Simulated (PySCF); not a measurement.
ClK, charge -1, doublet, at the geometry of the source list (a state made from the parent by changing its charge; the spin is typed, not shown lowest); M06L/6-31G** run with PySCF.

The PySCF input:
```python
from pyscf import gto, scf, dft

mol = gto.M(
    atom='''
K    -0.792800   -0.700200   -0.744600
Cl    0.792800    0.700200    0.744600
''',
    basis='6-31g**',
    charge=-1,
    spin=1,
    verbose=4,
)

mf = dft.UKS(mol)
mf.xc = 'm06l'
mf.kernel()
mf.analyze()
```

The log (banner, timings and long lists left out):

```
PySCF version 2.14.0

[INPUT] verbose = 4
[INPUT] num. atoms = 2
[INPUT] num. electrons = 37
[INPUT] charge = -1
[INPUT] spin (= nelec alpha-beta = 2S) = 1
[INPUT] symmetry False subgroup None
[INPUT] Mole.unit = angstrom
[INPUT] Symbol           X                Y                Z      unit          X                Y                Z       unit  Magmom
[...]
nuclear repulsion = 66.0684937281417
number of shells = 18
number of NR pGTOs = 126
number of NR cGTOs = 40
basis = 6-31g**
ecp = {}

******** <class 'pyscf.dft.uks.UKS'> ********
method = UKS
initial guess = minao
damping factor = 0
level_shift factor = 0
DIIS = <class 'pyscf.scf.diis.CDIIS'>
diis_start_cycle = 1
diis_space = 8
diis_damp = 0
SCF conv_tol = 1e-09
SCF conv_tol_grad = None
SCF max_cycles = 50
direct_scf = True
direct_scf_tol = 1e-13
number electrons alpha = 19  beta = 18
XC library pyscf.dft.libxc version 7.1.2
    S. Lehtola, C. Steigemann, M. J. T. Oliveira, and M. A. L. Marques,  SoftwareX 7, 1–5 (2018)
XC functionals = m06l
    Y. Zhao and D. G. Truhlar,  J. Chem. Phys. 125, 194101 (2006)
    Y. Zhao and D. G. Truhlar,  J. Chem. Phys. 125, 194101 (2006)
    Y. Zhao and D. G. Truhlar,  Theor. Chem. Acc. 120, 215 (2008)
radial grids:
    Treutler-Ahlrichs [JCP 102, 346 (1995); DOI:10.1063/1.469408] (M4) radial grids

becke partition: Becke, JCP 88, 2547 (1988); DOI:10.1063/1.454033
pruning grids: <function nwchem_prune>
grids dens level: 3
symmetrized grids: False
atomic radii adjust function: <function treutler_atomic_radii_adjust>
small_rho_cutoff = 0
Set gradient conv threshold to 3.16228e-05
tot grids = 38920
init E= -1059.9833211252

cycle= 1 E= -1060.05344718715  delta_E= -0.0701  |g|= 0.288  |ddm|= 0.754
cycle= 2 E= -1059.94076503179  delta_E= 0.113  |g|= 0.486  |ddm|= 1.74
cycle= 3 E= -1060.13146369365  delta_E= -0.191  |g|= 0.0308  |ddm|= 1.03
cycle= 4 E= -1060.13551866035  delta_E= -0.00405  |g|= 0.018  |ddm|= 0.46
cycle= 5 E= -1060.13672490613  delta_E= -0.00121  |g|= 0.01  |ddm|= 0.278
cycle= 6 E= -1060.13711083422  delta_E= -0.000386  |g|= 0.00251  |ddm|= 0.251
cycle= 7 E= -1060.13712040811  delta_E= -9.57e-06  |g|= 0.000978  |ddm|= 0.0179
cycle= 8 E= -1060.13712399341  delta_E= -3.59e-06  |g|= 0.000545  |ddm|= 0.0411
cycle= 9 E= -1060.13712512987  delta_E= -1.14e-06  |g|= 0.00028  |ddm|= 0.0153
cycle= 10 E= -1060.13712561324  delta_E= -4.83e-07  |g|= 0.000235  |ddm|= 0.00538
cycle= 11 E= -1060.13712568899  delta_E= -7.57e-08  |g|= 0.000227  |ddm|= 0.00101
[...]
SCF not converged.
Total Energy =                       -1060.137125759144737
[...]
Two-electron Coulomb Energy =          534.690825497353444
DFT Exchange-Correlation Energy =      -61.955732810240697
**** MO energy ****
                             alpha | beta                alpha | beta
[...]
To work with the spin densities directly, `use mulliken_meta_spin()` only printing them here.

 ** Mulliken spin pop alpha/beta on meta-lowdin orthogonal AOs **
 ** Mulliken Spin Density (per AO)  **
spin_pop of  0 K 1s        0.00000
spin_pop of  0 K 2s        0.00002
spin_pop of  0 K 3s        0.00014
spin_pop of  0 K 4s        0.54832
spin_pop of  0 K 5s        0.11765
spin_pop of  0 K 2px      -0.00000
spin_pop of  0 K 2py      -0.00000
spin_pop of  0 K 2pz      -0.00000
spin_pop of  0 K 3px      -0.00005
spin_pop of  0 K 3py      -0.00004
spin_pop of  0 K 3pz      -0.00005
spin_pop of  0 K 4px       0.10271
spin_pop of  0 K 4py       0.08044
spin_pop of  0 K 4pz       0.09084
spin_pop of  0 K 5px       0.01013
spin_pop of  0 K 5py       0.00783
spin_pop of  0 K 5pz       0.00893
spin_pop of  0 K 3dxy      0.00198
spin_pop of  0 K 3dyz      0.00173
spin_pop of  0 K 3dz^2    -0.00022
spin_pop of  0 K 3dxz      0.00225
spin_pop of  0 K 3dx2-y2   -0.00019
spin_pop of  1 Cl 1s       -0.00000
spin_pop of  1 Cl 2s       -0.00000
spin_pop of  1 Cl 3s        0.00949
spin_pop of  1 Cl 4s        0.01454
spin_pop of  1 Cl 2px      -0.00000
spin_pop of  1 Cl 2py      -0.00000
spin_pop of  1 Cl 2pz      -0.00000
spin_pop of  1 Cl 3px       0.00038
spin_pop of  1 Cl 3py       0.00002
spin_pop of  1 Cl 3pz       0.00017
spin_pop of  1 Cl 4px       0.00111
spin_pop of  1 Cl 4py       0.00087
spin_pop of  1 Cl 4pz       0.00098
spin_pop of  1 Cl 3dxy      0.00000
spin_pop of  1 Cl 3dyz      0.00000
spin_pop of  1 Cl 3dz^2    -0.00000
spin_pop of  1 Cl 3dxz      0.00001
spin_pop of  1 Cl 3dx2-y2   -0.00000
 ** Mulliken Spin Density (per atom)  **
spin density of  0 K =      0.97242
spin density of  1 Cl =      0.02758
 ** Mulliken pop alpha/beta on meta-lowdin orthogonal AOs **
 ** Mulliken pop       alpha | beta **
[...]
In total            19.00000 | 18.00000
 ** Mulliken atomic charges   ( Nelec_alpha | Nelec_beta ) **
charge of  0K =     -0.05108  (    10.01175      9.03933 )
charge of  1Cl =     -0.94892  (     8.98825      8.96067 )

WARN: System has nonzero charge -1; the dipole moment is origin-dependent.
Location of origin: [0. 0. 0.]

Dipole moment(X, Y, Z, Debye):  3.36479,  2.96732,  3.16097
```

The run did not converge; its last values are not results.
